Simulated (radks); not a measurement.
Task: The lithium ion Li2+, 1s1. Calculated with a radial shooting solver on a logarithmic mesh with Libxc functionals: non-relativistic Kohn-Sham, exchange-only PBE, spin-polarised, spherical densities, point nucleus. Every spin shell is full or empty, so the densities are truly spherical. Functionals are evaluated on that one density, not self-consistently. Rank these exchange functionals by their error against the exact value of the orbitals, and give that value: LDA, B88, PBE, PW91, G96, EV93, Tao-Mo, MVS.

Result: Exact: -0.930964 hartree. From best to worst, with 100 (|E| - |E exact|)/|E exact| (equal figures are ties): MVS +0.09, Tao-Mo +0.11, G96 -0.30, B88 -0.73, PW91 -1.64, PBE -1.94, EV93 +3.91, LDA -14.16.
